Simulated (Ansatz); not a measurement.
`[NH2][Ga]([F])[Cl]` + NH₃ → `[NH2][Ga]([NH2])[Cl]` + H–F at 500 K and 1 bar (ligand exchange at a Ga–F bond).

Calculated with Ansatz (gas phase, PBE0-D4/def2-TZVP geometries, no zero-point term in ΔE). CBS: MP2 limit from def2 TZ/QZ plus the TZ coupled-cluster correction, frozen cores. This one scheme is used for every species. For Ga outer-core shells are correlated without core-valence functions, which leaves a few kJ/mol of doubt a bond. Scalar relativity is left out up to krypton. Each species was taken in one conformer, which may not be the lowest.

```json
{"species": "`[NH2][Ga]([F])[Cl]`", "CCSD(T)/CBS energy (Eh)": "-2539.54166", "H − E (kJ/mol)": "113.2", "S (J/(mol·K))": "384.3"}
{"species": "NH₃", "CCSD(T)/CBS energy (Eh)": "-56.50880", "H − E (kJ/mol)": "108.2", "S (J/(mol·K))": "211.8"}
{"species": "`[NH2][Ga]([NH2])[Cl]`", "CCSD(T)/CBS energy (Eh)": "-2495.64015", "H − E (kJ/mol)": "181.0", "S (J/(mol·K))": "400.7"}
{"species": "H–F", "CCSD(T)/CBS energy (Eh)": "-100.39570", "H − E (kJ/mol)": "39.4", "S (J/(mol·K))": "188.7"}
```

H − E and S are ideal-gas, rigid-rotor, harmonic terms from PBE0-D4/def2-TZVP, for one conformer and one mirror image of each species. 1 Eh = 2625.50 kJ/mol, R = 8.31446 J/(mol·K).

**Question.** By hand: ΔE, ΔH, ΔS and ΔG.

**Answer.** ΔE = (-2495.64015) + (-100.39570) − (-2539.54166) − (-56.50880) = 0.01461 Eh = 38.4 kJ/mol. Δ(H − E) = 181.0 + 39.4 − 113.2 − 108.2 = -1.0, so ΔH = 37.4 kJ/mol. ΔS = 400.7 + 188.7 − 384.3 − 211.8 = -6.7 J/(mol·K). ΔG = 37.4 − 500 × (-6.7)/1000 = 40.8 kJ/mol.

**Question.** By hand: the equilibrium constant, and the temperature at which ΔG would vanish if ΔH and ΔS stayed fixed.

**Answer.** log₁₀ K = −ΔG/(RT ln 10) = -4.3. ΔH and −TΔS have one sign here, so there is no such temperature.

The number of gas molecules stays the same, so ΔS is small and ΔH decides. A doubt of 5 kJ/mol in ΔE shifts log₁₀ K by 0.5 here. Other conformers and mirror images would add mixing entropy, several J/(mol·K) or more a flexible species. These are equilibria of isolated gas molecules and say nothing of rates. Largest T1 diagnostic: 0.013 (customary marks: 0.02 for closed shells, 0.045 for open ones).

ΔS is within the doubt of such terms, so its sign, and with it that verdict, could turn.
